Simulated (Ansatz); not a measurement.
Ansatz (a quantum-chemistry and plane-wave program) input:

Ansatz 0.2 input:
```yaml
crystal:
  periodic: [false, false, false]
  atoms:
    - {symbol: Br, position_ang: [-0.00000000, -0.00000000, -1.15786779]}
    - {symbol: Br, position_ang: [0.00000000, 0.00000000, 1.15786779]}
basis:
  gaussian:
    orbitals: aug-cc-pVQZ
total_charge: 1
magnetization: {spin_polarized: true, initial_magnetization: 1}
correlation: {method: ccsd_t, electrons: outside_noble_gas}
```

Question: Predict the final energy.

Answer: -5144.93209 Eh (CCSD(T)/aug-cc-pVQZ). The basis has 186 functions.

This state (charge 1, doublet) is run at the relaxed geometry of the species with charge 0 and multiplicity 1.

The program attaches cautions to this result: other roots.
